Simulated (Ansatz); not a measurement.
Abridged output of a molecular run in Ansatz:

```
Functional definition: HF
1852 factors; integrals over basis functions are off by at most 1.0e-3 eV
mean field evaluation 1: about -33342.7325 eV, gradient 5.6e1 eV
mean field evaluation 2: about -33343.0724 eV, gradient 5.7e1 eV
mean field evaluation 4: about -33349.2277 eV, gradient 4.3e0 eV
mean field evaluation 8: about -33349.3056 eV, gradient 2.9e-1 eV
mean field -33349.30592619 eV, -1225.5643878161 hartree, gradient 3.5e-6 eV, S^2 0.000000; 0 other end points of the search recorded, 0 dependent functions left out
18 core orbitals not correlated: weight in the atoms' cores, before any rotation towards them, 1.000 or more for the frozen orbitals, at most 0.000 for the correlated occupied ones
reference -33349.30592619 eV, -1225.5643878161 hartree; 19, 19 occupied and 280, 280 virtual orbitals, 1852 factors
second order -29.69342916 eV of doubles, -0.00000000 eV of singles
cycle   1  -30.35699754 eV  change   -6.6e-1 eV  update   1.1e-1
cycle   2  -31.02639819 eV  change   -6.7e-1 eV  update   3.0e-2
cycle   3  -31.16274277 eV  change   -1.4e-1 eV  update   1.5e-2
cycle   4  -31.14848684 eV  change    1.4e-2 eV  update   3.3e-3
cycle   5  -31.14736074 eV  change    1.1e-3 eV  update   1.5e-3
cycle   6  -31.14793709 eV  change   -5.8e-4 eV  update   4.5e-4
cycle   7  -31.14766226 eV  change    2.7e-4 eV  update   1.6e-4
cycle   8  -31.14762643 eV  change    3.6e-5 eV  update   4.8e-5
cycle   9  -31.14764058 eV  change   -1.4e-5 eV  update   1.7e-5
perturbative correction -1.18181298 eV, -0.0434308260 hartree
Total energy: -33381.63537975 eV, -1226.7524733206 hartree
```

Its atoms:

Cartesian coordinates in Å:
```
N -0.114 1.625 -0.944
Si -0.328 1.491 0.749
O -0.276 -0.075 1.249
Si 0.347 -1.454 0.669
N -0.430 -1.876 -0.779
Cl 2.386 -1.130 0.437
H -0.863 1.919 -1.547
H 0.790 1.782 -1.356
H -1.674 2.010 1.083
H 0.747 2.217 1.464
H 0.216 -2.549 1.645
H -0.290 -2.792 -1.177
H -0.510 -1.168 -1.494
```

Which basis set was used?
A. cc-pV(Q+d)Z
B. cc-pV(D+d)Z
C. def2-SVP
D. def2-TZVPP

D. It gives 317 functions.

Write the keys of the input that set method, charge and spin (a neutral closed shell needs none for the last two).


```yaml
correlation: {method: ccsd_t}
```
